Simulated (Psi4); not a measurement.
Job for Psi4: SAPT0/jun-cc-pV(D+d)Z on C2H7F (a complex).

```
memory 2025 MB

molecule dimer {
0 1
C     0.00921336   -0.06723437    0.19097256
H    -0.35869810    0.61287556    0.95730673
H    -0.43650266   -1.05181114    0.33060710
H    -0.25914949    0.31170942   -0.79431912
H     1.09373677   -0.14630387    0.26221970
--
0 1
C     0.11222213   -0.04245960    3.98740683
F    -0.52967812    1.09254928    3.50372046
H     0.96141597    0.26877351    4.59702934
H    -0.59467987   -0.61443084    4.58973145
H     0.45413917   -0.63811741    3.14065070
units angstrom
symmetry c1
no_reorient
no_com
}

set {
  basis jun-cc-pV(D+d)Z
  scf_type df
  freeze_core true
}

energy('sapt0')
```

It printed:

```
[...]
==> Input File <==

--------------------------------------------------------------------------
memory 2025 MB

molecule dimer {
0 1
C     0.00921336   -0.06723437    0.19097256
H    -0.35869810    0.61287556    0.95730673
H    -0.43650266   -1.05181114    0.33060710
H    -0.25914949    0.31170942   -0.79431912
H     1.09373677   -0.14630387    0.26221970
--
0 1
C     0.11222213   -0.04245960    3.98740683
F    -0.52967812    1.09254928    3.50372046
H     0.96141597    0.26877351    4.59702934
H    -0.59467987   -0.61443084    4.58973145
H     0.45413917   -0.63811741    3.14065070
units angstrom
symmetry c1
no_reorient
no_com
}

set {
  basis jun-cc-pV(D+d)Z
  scf_type df
  freeze_core true
}

energy('sapt0')
--------------------------------------------------------------------------


   => Loading Basis Set <=

    Name: JUN-CC-PV(D+D)Z
    Role: ORBITAL
    Keyword: BASIS
    atoms 1, 6      entry C          line   188 file jun-cc-pv_dpd_z.gbs
    atoms 2-5, 8-10 entry H          line    60 file jun-cc-pv_dpd_z.gbs
    atoms 7         entry F          line   290 file jun-cc-pv_dpd_z.gbs

   => Loading Basis Set <=

    Name: JUN-CC-PV(D+D)Z
    Role: ORBITAL
    Keyword: BASIS
    atoms 1, 6      entry C          line   188 file jun-cc-pv_dpd_z.gbs
    atoms 2-5, 8-10 entry H          line    60 file jun-cc-pv_dpd_z.gbs
    atoms 7         entry F          line   290 file jun-cc-pv_dpd_z.gbs


  //>>>>>>>>>>>>>>>>>>>>>>>>>>>>>>>>>>>//
  //              Dimer HF             //
  //<<<<<<<<<<<<<<<<<<<<<<<<<<<<<<<<<<<//

   => Libint2 <=

    Primary   basis highest AM E, G, H:  7, 6, 3
    Auxiliary basis highest AM E, G, H:  7, 7, 4
    Onebody   basis highest AM E, G, H:  -, -, -
    Solid Harmonics ordering:            Gaussian


   => Loading Basis Set <=

    Name: JUN-CC-PV(D+D)Z
    Role: ORBITAL
    Keyword: BASIS
    atoms 1, 6      entry C          line   188 file jun-cc-pv_dpd_z.gbs
    atoms 2-5, 8-10 entry H          line    60 file jun-cc-pv_dpd_z.gbs
    atoms 7         entry F          line   290 file jun-cc-pv_dpd_z.gbs


         ---------------------------------------------------------
                                   SCF
               by Justin Turney, Rob Parrish, Andy Simmonett
                          and Daniel G. A. Smith
                              RHF Reference
                        1 Threads,   1931 MiB Core
         ---------------------------------------------------------

  ==> Geometry <==

    Molecular point group: c1
    Full point group: C1

    Geometry (in Angstrom), charge = 0, multiplicity = 1:

       Center              X                  Y                   Z               Mass
    ------------   -----------------  -----------------  -----------------  -----------------
         C            0.009213360000    -0.067234370000     0.190972560000    12.000000000000
         H           -0.358698100000     0.612875560000     0.957306730000     1.007825032230
         H           -0.436502660000    -1.051811140000     0.330607100000     1.007825032230
         H           -0.259149490000     0.311709420000    -0.794319120000     1.007825032230
         H            1.093736770000    -0.146303870000     0.262219700000     1.007825032230
         C            0.112222130000    -0.042459600000     3.987406830000    12.000000000000
         F           -0.529678120000     1.092549280000     3.503720460000    18.998403162730
         H            0.961415970000     0.268773510000     4.597029340000     1.007825032230
         H           -0.594679870000    -0.614430840000     4.589731450000     1.007825032230
         H            0.454139170000    -0.638117410000     3.140650700000     1.007825032230

  Running in c1 symmetry.

  Rotational constants: A =      0.74859  B =      0.03418  C =      0.03310 [cm^-1]
  Rotational constants: A =  22442.23137  B =   1024.75569  C =    992.40587 [MHz]
  Nuclear repulsion =   76.546361891960061

  Charge       = 0
  Multiplicity = 1
  Electrons    = 28
  Nalpha       = 14
  Nbeta        = 14

  ==> Algorithm <==

  SCF Algorithm Type is DF.
  DIIS enabled.
  MOM disabled.
  Fractional occupation disabled.
  Guess Type is SAD.
  Energy threshold   = 1.00e-08
  Density threshold  = 1.00e-08
  Integral threshold = 1.00e-12

  ==> Primary Basis <==

  Basis Set: JUN-CC-PV(D+D)Z
    Blend: JUN-CC-PV(D+D)Z
    Number of shells: 45
    Number of basis functions: 89
    Number of Cartesian functions: 92
    Spherical Harmonics?: true
    Max angular momentum: 2

   => Loading Basis Set <=

    Name: (JUN-CC-PV(D+D)Z AUX)
    Role: JKFIT
    Keyword: DF_BASIS_SCF
    atoms 1, 6      entry C          line   146 file jun-cc-pvdz-jkfit.gbs
    atoms 2-5, 8-10 entry H          line    70 file jun-cc-pvdz-jkfit.gbs
    atoms 7         entry F          line   314 file jun-cc-pvdz-jkfit.gbs

  ==> Integral Setup <==

  DFHelper Memory: AOs need 0.026 GiB; user supplied 1.414 GiB.
  SCF_SUBTYPE=INCORE selected. In-core MEM_DF algorithm
[...]

      79A      3.020705    80A      3.553578    81A      4.021096
      82A      4.028735    83A      4.249381    84A      4.251805
      85A      4.532254    86A      5.041423    87A      5.052737
      88A      5.060164    89A     18.437698

    Final Occupation by Irrep:
              A
    DOCC [     9 ]
    NA   [     9 ]
    NB   [     9 ]

  @DF-RHF Final Energy:  -139.05313479990070

   => Energetics <=

    Nuclear Repulsion Energy =             37.2273279779264143
    One-Electron Energy =                -265.9980279732113786
    Two-Electron Energy =                  89.7175651953842532
    Total Energy =                       -139.0531347999007039

Computation Completed


Properties will be evaluated at   0.000000,   0.000000,   0.000000 [a0]

Properties computed using the SCF density matrix


 Multipole Moments:

 ------------------------------------------------------------------------------------
     Multipole            Electronic (a.u.)      Nuclear  (a.u.)        Total (a.u.)
 ------------------------------------------------------------------------------------

 L = 1.  Multiply by 2.5417464519 to convert [e a0] to [Debye]
 Dipole X            :          6.5971905           -6.1848752            0.4123152
 Dipole Y            :        -16.9700092           16.2410833           -0.7289259
 Dipole Z            :       -127.7841965          128.0957215            0.3115250
 Magnitude           :                                                    0.8935237

 ------------------------------------------------------------------------------------

  Constructing Basis Sets for SAPT...

   => Loading Basis Set <=

    Name: (JUN-CC-PV(D+D)Z AUX)
    Role: RIFIT
    Keyword: DF_BASIS_SAPT
    atoms 1, 6      entry C          line   100 file jun-cc-pvdz-ri.gbs
    atoms 2-5, 8-10 entry H          line    30 file jun-cc-pvdz-ri.gbs
    atoms 7         entry F          line   232 file jun-cc-pvdz-ri.gbs

   => Loading Basis Set <=

    Name: (JUN-CC-PV(D+D)Z AUX)
    Role: JKFIT
    Keyword: DF_BASIS_ELST
    atoms 1, 6      entry C          line   146 file jun-cc-pvdz-jkfit.gbs
    atoms 2-5, 8-10 entry H          line    70 file jun-cc-pvdz-jkfit.gbs
    atoms 7         entry F          line   314 file jun-cc-pvdz-jkfit.gbs


  //>>>>>>>>>>>>>>>>>>>>>>>>>>>>>>>>>>>//
  //               SAPT0               //
  //<<<<<<<<<<<<<<<<<<<<<<<<<<<<<<<<<<<//



        SAPT0
    Ed Hohenstein
     6 June 2009

      Orbital Information
  --------------------------
    NSO        =        89
    NMO        =        89
    NRI        =       293
    NRI (Elst) =       398
    NOCC A     =         5
    NOCC B     =         9
    FOCC A     =         1
    FOCC B     =         2
    NVIR A     =        84
    NVIR B     =        80

    Elst10,r            =    -0.001137506686 [Eh]
    Exch10              =     0.002030359996 [Eh]
    Exch10 (S^2)        =     0.002027779499 [Eh]

    Maxiter = 50
    CPHF R converge = 1.000000E-08

    Iter     Energy [mEh]          dE [mEh]         Residual      Time [s]
       1      -0.42122026       0.421220263     2.649634e-03             0
       2      -0.49754222       0.076321958     4.703215e-04             0
       3      -0.49731607      -0.000226152     1.272776e-04             0
       4      -0.49647307      -0.000843003     3.043178e-05             0
       5      -0.49644575      -0.000027314     5.115147e-06             0
       6      -0.49649246       0.000046710     6.946889e-07             0
       7      -0.49648766      -0.000004803     9.817777e-08             0
       8      -0.49648808       0.000000422     1.256415e-08             0
       9      -0.49648804      -0.000000036     1.291542e-09             0

    CHF Iterations converged

    Maxiter = 50
    CPHF R converge = 1.000000E-08

    Iter     Energy [mEh]          dE [mEh]         Residual      Time [s]
       1      -0.05783551       0.057835508     9.888065e-04             0
       2      -0.06900720       0.011171689     1.574776e-04             0
       3      -0.06883191      -0.000175284     5.690368e-05             0
       4      -0.06871511      -0.000116805     1.236973e-05             0
       5      -0.06873552       0.000020415     5.063885e-06             0
       6      -0.06874079       0.000005265     9.853005e-07             0
       7      -0.06873941      -0.000001380     1.770756e-07             0
       8      -0.06873949       0.000000083     3.790621e-08             0
       9      -0.06873950       0.000000012     6.747197e-09             0

    CHF Iterations converged

    Ind20,r (A<-B)      =    -0.000496488045 [Eh]
    Ind20,r (B<-A)      =    -0.000068739503 [Eh]
    Ind20,r             =    -0.000565227548 [Eh]
    Exch-Ind20,r (A<-B) =     0.000359311337 [Eh]
    Exch-Ind20,r (B<-A) =     0.000046575954 [Eh]
    Exch-Ind20,r        =     0.000405887291 [Eh]
    Disp20              =    -0.001273603134 [Eh]
    Disp20 (SS)         =    -0.000636801567 [Eh]
    Disp20 (OS)         =    -0.000636801567 [Eh]
    Exch-Disp20         =     0.000117360132 [Eh]
    Exch-Disp20 (SS)    =     0.000061240050 [Eh]
    Exch-Disp20 (OS)    =     0.000056120082 [Eh]

    SAPT Results
  --------------------------------------------------------------------------------------------------------
    Electrostatics                 -1.13750669 [mEh]      -0.71379622 [kcal/mol]      -2.98652339 [kJ/mol]
      Elst10,r                     -1.13750669 [mEh]      -0.71379622 [kcal/mol]      -2.98652339 [kJ/mol]

    Exchange                        2.03036000 [mEh]       1.27407013 [kcal/mol]       5.33070944 [kJ/mol]
      Exch10                        2.03036000 [mEh]       1.27407013 [kcal/mol]       5.33070944 [kJ/mol]
      Exch10(S^2)                   2.02777950 [mEh]       1.27245085 [kcal/mol]       5.32393434 [kJ/mol]

    Induction                      -0.30188917 [mEh]      -0.18943831 [kcal/mol]      -0.79260990 [kJ/mol]
      Ind20,r                      -0.56522755 [mEh]      -0.35468564 [kcal/mol]      -1.48400472 [kJ/mol]
      Exch-Ind20,r                  0.40588729 [mEh]       0.25469812 [kcal/mol]       1.06565694 [kJ/mol]
      delta HF,r (2)               -0.14254891 [mEh]      -0.08945079 [kcal/mol]      -0.37426212 [kJ/mol]

    Dispersion                     -1.15624300 [mEh]      -0.72555344 [kcal/mol]      -3.03571558 [kJ/mol]
      Disp20                       -1.27360313 [mEh]      -0.79919803 [kcal/mol]      -3.34384457 [kJ/mol]
      Exch-Disp20                   0.11736013 [mEh]       0.07364459 [kcal/mol]       0.30812898 [kJ/mol]
      Disp20 (SS)                  -0.63680157 [mEh]      -0.39959902 [kcal/mol]      -1.67192228 [kJ/mol]
      Disp20 (OS)                  -0.63680157 [mEh]      -0.39959902 [kcal/mol]      -1.67192228 [kJ/mol]
      Exch-Disp20 (SS)              0.06124005 [mEh]       0.03842871 [kcal/mol]       0.16078573 [kJ/mol]
      Exch-Disp20 (OS)              0.05612008 [mEh]       0.03521588 [kcal/mol]       0.14734325 [kJ/mol]

  Total HF                          0.59096414 [mEh]       0.37083560 [kcal/mol]       1.55157614 [kJ/mol]
  Total SAPT0                      -0.56527886 [mEh]      -0.35471784 [kcal/mol]      -1.48413945 [kJ/mol]

  Special recipe for scaled SAPT0 (see Manual):
    Electrostatics sSAPT0          -1.13750669 [mEh]      -0.71379622 [kcal/mol]      -2.98652339 [kJ/mol]
    Exchange sSAPT0                 2.03036000 [mEh]       1.27407013 [kcal/mol]       5.33070944 [kJ/mol]
    Induction sSAPT0               -0.30033763 [mEh]      -0.18846471 [kcal/mol]      -0.78853635 [kJ/mol]
    Dispersion sSAPT0              -1.15579438 [mEh]      -0.72527193 [kcal/mol]      -3.03453774 [kJ/mol]
  Total sSAPT0                     -0.56327871 [mEh]      -0.35346273 [kcal/mol]      -1.47888804 [kJ/mol]
  --------------------------------------------------------------------------------------------------------



*** Psi4 exiting successfully. Buy a developer a beer!
```

The run finished.

Cost: roughly 7 core-seconds.
